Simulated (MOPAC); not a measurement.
A run for MOPAC: AM1 on BFHI (SMILES FBI), a point of a bond scan (R = 1.186 Å).

```
AM1 1SCF PRECISE CHARGE=0 THREADS=1
BFHI

B     -0.24474767 1    -1.33345574 1     0.80641967 1
F      0.79230233 1    -1.74375557 1     1.49667712 1
H     -1.26010087 1    -1.94582817 1     0.81786299 1
I     -0.08767701 1     0.45862089 1    -0.34566142 1
```

It printed:

```
*******************************************************************************
 **                                                                           **
 **                              MOPAC v23.2.5                                **
 **                                                                           **
 *******************************************************************************
 ** MOPAC's Digital Object Identifier: https://doi.org/10.5281/zenodo.6511958 **
 **                                                                           **
 ** Please cite the open-source release paper for use of this MOPAC version:  **
 ** J. E. Moussa and J. J. P. Stewart (2026)                                  **
 ** MOPAC: An open-source semiempirical molecular orbital program             **
 ** J. Open Source Softw., 11(119), 8025, https://doi.org/10.21105/joss.08025 **
 *******************************************************************************

                              AM1 CALCULATION RESULTS

 *******************************************************************************
 *  AM1        - The AM1 Hamiltonian to be used
 *
 *
 *
 *                 CHARGE ON SYSTEM = 0
 *
 *
 *
 *  PRECISE    - TIGHTER CRITERIA TO BE USED
 *  1SCF       - DO 1 SCF AND THEN STOP
 *  THREADS=1  - MULTI-THREADING NOT USED
 *  T=         - A TIME OF 172800.0 SECONDS REQUESTED
 *  DUMP=N     - RESTART FILE WRITTEN EVERY 7200.0 SECONDS REQUESTED
 *******************************************************************************
AM1 1SCF PRECISE CHARGE=0 THREADS=1
 BFHI

   ATOM   CHEMICAL          X               Y               Z
  NUMBER   SYMBOL      (ANGSTROMS)     (ANGSTROMS)     (ANGSTROMS)

     1       B         -0.24474767  *  -1.33345574  *   0.80641967  *
     2       F          0.79230233  *  -1.74375557  *   1.49667712  *
     3       H         -1.26010087  *  -1.94582817  *   0.81786299  *
     4       I         -0.08767701  *   0.45862089  *  -0.34566142  *



          CARTESIAN COORDINATES

    NO.       ATOM           X           Y           Z

     1         B         -0.2447     -1.3335      0.8064
     2         F          0.7923     -1.7438      1.4967
     3         H         -1.2601     -1.9458      0.8179
     4         I         -0.0877      0.4586     -0.3457

  H: (AM1): M.J.S. DEWAR ET AL, J. AM. CHEM. SOC. 107 3902-3909 (1985)
  B: (AM1): M.J.S. DEWAR ET AL, ORGANOMETALLICS, 7, 513-521 (1988)
  F: (AM1): M.J.S. DEWAR AND E. G. ZOEBISCH, THEOCHEM, 180, 1 (1988).
  I: (AM1): M.J.S. DEWAR AND E. G. ZOEBISCH, THEOCHEM, 180, 1 (1988).

           Empirical Formula: H B F I  =     4 atoms



      MOLECULAR POINT GROUP   :   Cs


      RHF CALCULATION, NO. OF DOUBLY OCCUPIED LEVELS = 9


 -------------------------------------------------------------------------------
 AM1 1SCF PRECISE CHARGE=0 THREADS=1
 BFHI



     1SCF WAS SPECIFIED, SO BFGS WAS NOT USED
     SCF FIELD WAS ACHIEVED


                              AM1 CALCULATION
                                                       MOPAC v23.2.5 Linux




          FINAL HEAT OF FORMATION =        -73.46531 KCAL/MOL =    -307.37885 KJ/MOL


          COSMO AREA              =         98.17 SQUARE ANGSTROMS
          COSMO VOLUME            =         83.24 CUBIC ANGSTROMS

          IONIZATION POTENTIAL    =         10.497953 EV
          HOMO LUMO ENERGIES (EV) =        -10.498 -0.322
          NO. OF FILLED LEVELS    =          9
          MOLECULAR WEIGHT        =        157.7208         POINT GROUP:  Cs

          MOLECULAR DIMENSIONS (Angstroms)

            Atom       Atom       Distance
            I     4    F     2     3.00317
            H     3    F     2     1.98940
            B     1    I     4     0.00000


          SCF CALCULATIONS        =          1





   ATOM   CHEMICAL          X               Y               Z
  NUMBER   SYMBOL      (ANGSTROMS)     (ANGSTROMS)     (ANGSTROMS)

     1       B         -0.24474767  *  -1.33345574  *   0.80641967  *
     2       F          0.79230233  *  -1.74375557  *   1.49667712  *
     3       H         -1.26010087  *  -1.94582817  *   0.81786299  *
     4       I         -0.08767701  *   0.45862089  *  -0.34566142  *

                             CARTESIAN COORDINATES

   1    B       -0.244747670    -1.333455740     0.806419670
   2    F        0.792302330    -1.743755570     1.496677120
   3    H       -1.260100870    -1.945828170     0.817862990
   4    I       -0.087677010     0.458620890    -0.345661420


           Empirical Formula: H B F I  =     4 atoms



      MOLECULAR POINT GROUP   :   Cs


                  EIGENVALUES
 -51.13648 -30.34313 -21.80760 -17.31128 -16.56574 -15.77716 -11.26907 -10.67903
 -10.49795  -0.32223   0.71031   3.58013   5.62553


              NET ATOMIC CHARGES AND DIPOLE CONTRIBUTIONS

  ATOM NO.   TYPE          CHARGE      No. of ELECS.   s-Pop       p-Pop
    1          B           0.179154        2.8208     1.24842     1.57243
    2          F          -0.120965        7.1210     1.87783     5.24314
    3          H           0.020631        0.9794     0.97937
    4          I          -0.078820        7.0788     1.97552     5.10330
 DIPOLE           X         Y         Z       TOTAL
 POINT-CHG.    -0.763    -0.501     0.036     0.913
 HYBRID         0.186    -0.908     0.690     1.156
 SUM           -0.576    -1.409     0.726     1.686


          ATOMIC ORBITAL ELECTRON POPULATIONS

     Atom    s        px        py        pz
    1  B   1.24842   0.62922   0.55846   0.38474
    2  F   1.87783   1.65995   1.85358   1.72961
    3  H   0.97937
    4  I   1.97552   1.98788   1.39548   1.71994

 **********************
 *                    *
 * JOB ENDED NORMALLY *
 *                    *
 **********************




 == MOPAC DONE ==
```

The run finished.

Cost: roughly 0.03 core-seconds.
